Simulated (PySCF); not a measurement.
# Bonding in `C=C/C=C1/C[C@@H](C)C1=C`

Compound: C9H12.
SMILES with atom numbers: `[CH2:1]=[CH:2]/[CH:3]=[C:4]1/[CH2:5][C@@H:6]([CH3:7])[C:8]1=[CH2:9]` (hydrogens: H10, H11 on C1; H12 on C2; H13 on C3; H14, H15 on C5; H16 on C6; H17, H18, H19 on C7; H20, H21 on C9)

Cartesian coordinates in Å at the GFN2-xTB level; atoms count from 1:
```
atom  x, y, z in Å
C1     3.877    0.327    0.396
C2     2.576    0.500    0.172
C3     1.630   -0.584    0.146
C4     0.307   -0.473   -0.030
C5    -0.769   -1.527   -0.106
C6    -1.795   -0.404   -0.383
C7    -2.919   -0.269    0.631
C8    -0.662    0.596   -0.246
C9    -0.649    1.921   -0.279
H10    4.291   -0.652    0.577
H11    4.571    1.150    0.410
H12    2.185    1.491   -0.007
H13    2.043   -1.578    0.281
H14   -0.641   -2.255   -0.907
H15   -0.938   -2.061    0.829
H16   -2.210   -0.441   -1.394
H17   -2.512   -0.203    1.638
H18   -3.499    0.630    0.437
H19   -3.583   -1.129    0.578
H20   -1.556    2.477   -0.454
H21    0.245    2.502   -0.135
```

Bond orders from the PBE0/pcSseg-1 density (PySCF). Isolated species at its GFN2-xTB geometry (one conformer only).

How far do the computed orders between heavy atoms stray from the drawn ones?

The largest departure is 0.267, at C3–C4 (drawn double, 1.733).

Set the Mayer orders of the bonds between heavy atoms beside their lengths.

```csv
bond,drawn as,length (Å),Mayer order
C1–C2,double,1.331,1.890
C2–C3,single,1.439,1.117
C3–C4,double,1.339,1.733
C4–C5,single,1.509,1.088
C5–C6,single,1.547,1.027
C6–C7,single,1.520,1.027
C6–C8,single,1.517,0.983
C8–C9,double,1.326,1.997
C8–C4,single,1.459,1.019
```

By pair of heavy elements: C–C: lowest C6–C8 (0.983, 1.517 Å), highest C8–C9 (1.997, 1.326 Å); in 2 of the 36 pairs the longer bond (by over 0.003 Å) has the higher order (by 0.02 or more).

And the bonds to hydrogen?

C–H: 0.91 to 0.96 (12 bonds).

Sum the orders of all bonds at each heavy atom with more than one neighbour and set the sums beside the valence in the SMILES.

C1 3.794 (drawn 4), C2 3.958 (drawn 4), C3 3.787 (drawn 4), C4 3.840 (drawn 4), C5 3.968 (drawn 4), C6 3.960 (drawn 4), C7 3.917 (drawn 4), C8 3.999 (drawn 4), C9 3.822 (drawn 4). Orders between atoms that aren't bonded are not in these sums.

Mayer orders depend on the basis set.
